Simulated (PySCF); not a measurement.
1,1,2-trifluorobuta-1,3-diene, C4H3F3.
Structure used (PBE0-D3(BJ)/def2-SVP), in Å, numbered top down from 1:
```xyz
10
C4H3F3 angstrom
C      1.7987    0.3550    0.6523
C      0.5895   -0.2182    0.6979
C     -0.5195    0.1978   -0.1312
F     -0.3142    1.2044   -0.9825
C     -1.7415   -0.3554   -0.1066
F     -2.7396    0.0254   -0.8555
F     -2.0619   -1.3508    0.6831
H      2.6065    0.0069    1.2983
H      2.0083    1.1826   -0.0292
H      0.3850   -1.0460    1.3821
```

Level of theory: PBE0-D3(BJ)/def2-SVP geometry optimisation, gas phase (PySCF).

Masses are those of the commonest isotopes; rigid-rotor values at the optimised geometry. The values belong to one conformer with, in the numbering `[CH2:1]=[CH:2][C:3]([F:4])=[C:5]([F:6])[F:7]`, C1–C2–C3–F4 0°.

(1) What are A, B and C (cm⁻¹)?

(2) What kind of rotor is it?

(3) Is it planar, by Δ = Ic − Ia − Ib?

(4) List the rotational levels J(Ka,Kc) to J = 4 (MHz).

(5) Which lines would a microwave search look for?

(6) Estimate the classical rotational partition function at 25 K, 50 K and 298.15 K.

## Answers

(1) Ia = 102.69, Ib = 264.67, Ic = 367.36 u·Å²; 505379 MHz·u·Å²/I gives 4921, 1910 and 1376 MHz, that is A = 0.16416, B = 0.06369, C = 0.04589 cm⁻¹.

(2) An asymmetric top; Ray's κ = -0.699.

(3) Planar: Δ = Ic − Ia − Ib = 0.00 u·Å². For a rigid frame Δ = −2 Σ m c², so it vanishes when all atoms lie in the ab plane; here none is more than 0.01 Å from it.

(4) Above 0(0,0):
J = 1: 1(0,1) 3285, 1(1,1) 6297, 1(1,0) 6831
J = 2: 2(0,2) 9791, 2(1,2) 12334, 2(1,1) 13935, 2(2,1) 22971, 2(2,0) 23036
J = 3: 3(0,3) 19393, 3(1,3) 21350, 3(1,2) 24548, 3(2,2) 32826, 3(2,1) 33145, 3(3,1) 49258, 3(3,0) 49263
J = 4: 4(0,4) 31936, 4(1,4) 33308, 4(1,3) 38611, 4(2,3) 45917, 4(2,2) 46833, 4(3,2) 62515, 4(3,1) 62550, 4(4,1) 85363, 4(4,0) 85363
Those of J = 1 are B + C, A + C and A + B.

(5) The dipole components are |μa| = 0.75 D, |μb| = 1.02 D, |μc| = 0.00 D; the mirror of this Cs structure is the ab plane, so μc vanishes by symmetry and there are no c-type lines. Intensities carry the squares of the components, which stand as 0.54 : 1.00 (a : b). Some lines, for components of 0.1 D or more:

```json
{"type": "a", "branch": "Q", "J(Ka,Kc)": "3(2,1) ← 3(2,2)", "MHz": "318", "lower level (cm⁻¹)": "1.095"}
{"type": "a", "branch": "Q", "J(Ka,Kc)": "2(1,1) ← 2(1,2)", "MHz": "1601", "lower level (cm⁻¹)": "0.411"}
{"type": "a", "branch": "Q", "J(Ka,Kc)": "3(1,2) ← 3(1,3)", "MHz": "3198", "lower level (cm⁻¹)": "0.712"}
{"type": "b", "branch": "R", "J(Ka,Kc)": "2(0,2) ← 1(1,1)", "MHz": "3494", "lower level (cm⁻¹)": "0.210"}
{"type": "b", "branch": "Q", "J(Ka,Kc)": "1(1,0) ← 1(0,1)", "MHz": "3546", "lower level (cm⁻¹)": "0.110"}
{"type": "b", "branch": "Q", "J(Ka,Kc)": "3(1,2) ← 3(0,3)", "MHz": "5155", "lower level (cm⁻¹)": "0.647"}
{"type": "a", "branch": "R", "J(Ka,Kc)": "2(1,2) ← 1(1,1)", "MHz": "6037", "lower level (cm⁻¹)": "0.210"}
{"type": "b", "branch": "R", "J(Ka,Kc)": "1(1,1) ← 0(0,0)", "MHz": "6297", "lower level (cm⁻¹)": "0.000"}
{"type": "a", "branch": "R", "J(Ka,Kc)": "2(0,2) ← 1(0,1)", "MHz": "6506", "lower level (cm⁻¹)": "0.110"}
{"type": "b", "branch": "R", "J(Ka,Kc)": "3(0,3) ← 2(1,2)", "MHz": "7059", "lower level (cm⁻¹)": "0.411"}
{"type": "b", "branch": "Q", "J(Ka,Kc)": "3(2,1) ← 3(1,2)", "MHz": "8596", "lower level (cm⁻¹)": "0.819"}
{"type": "a", "branch": "R", "J(Ka,Kc)": "3(1,3) ← 2(1,2)", "MHz": "9017", "lower level (cm⁻¹)": "0.411"}
{"type": "b", "branch": "R", "J(Ka,Kc)": "2(1,2) ← 1(0,1)", "MHz": "9049", "lower level (cm⁻¹)": "0.110"}
{"type": "b", "branch": "Q", "J(Ka,Kc)": "2(2,0) ← 2(1,1)", "MHz": "9100", "lower level (cm⁻¹)": "0.465"}
{"type": "a", "branch": "R", "J(Ka,Kc)": "3(0,3) ← 2(0,2)", "MHz": "9602", "lower level (cm⁻¹)": "0.327"}
{"type": "a", "branch": "R", "J(Ka,Kc)": "3(2,2) ← 2(2,1)", "MHz": "9856", "lower level (cm⁻¹)": "0.766"}
{"type": "a", "branch": "R", "J(Ka,Kc)": "3(1,2) ← 2(1,1)", "MHz": "10613", "lower level (cm⁻¹)": "0.465"}
{"type": "b", "branch": "Q", "J(Ka,Kc)": "2(2,1) ← 2(1,2)", "MHz": "10637", "lower level (cm⁻¹)": "0.411"}
{"type": "b", "branch": "Q", "J(Ka,Kc)": "3(3,0) ← 3(2,1)", "MHz": "16119", "lower level (cm⁻¹)": "1.106"}
{"type": "b", "branch": "R", "J(Ka,Kc)": "2(2,1) ← 1(1,0)", "MHz": "16140", "lower level (cm⁻¹)": "0.228"}
{"type": "b", "branch": "Q", "J(Ka,Kc)": "3(3,1) ← 3(2,2)", "MHz": "16432", "lower level (cm⁻¹)": "1.095"}
{"type": "b", "branch": "R", "J(Ka,Kc)": "2(2,0) ← 1(1,1)", "MHz": "16738", "lower level (cm⁻¹)": "0.210"}
{"type": "b", "branch": "R", "J(Ka,Kc)": "3(2,2) ← 2(1,1)", "MHz": "18891", "lower level (cm⁻¹)": "0.465"}
{"type": "b", "branch": "R", "J(Ka,Kc)": "3(2,1) ← 2(1,2)", "MHz": "20811", "lower level (cm⁻¹)": "0.411"}
{"type": "b", "branch": "R", "J(Ka,Kc)": "3(3,1) ← 2(2,0)", "MHz": "26223", "lower level (cm⁻¹)": "0.768"}
```

(6) Point group Cs, symmetry number σ = 1; q = (√π/σ)·√((kT/h)³/(ABC)), k/h = 20836.6 MHz/K: 5860 at 25 K, 16600 at 50 K, 241000 at 298.15 K.

PBE0-D3(BJ)/def2-SVP frequencies: not computed here. These are rigid-rotor constants of the computed structure; measured ground-state constants (B0) also hold zero-point vibration.
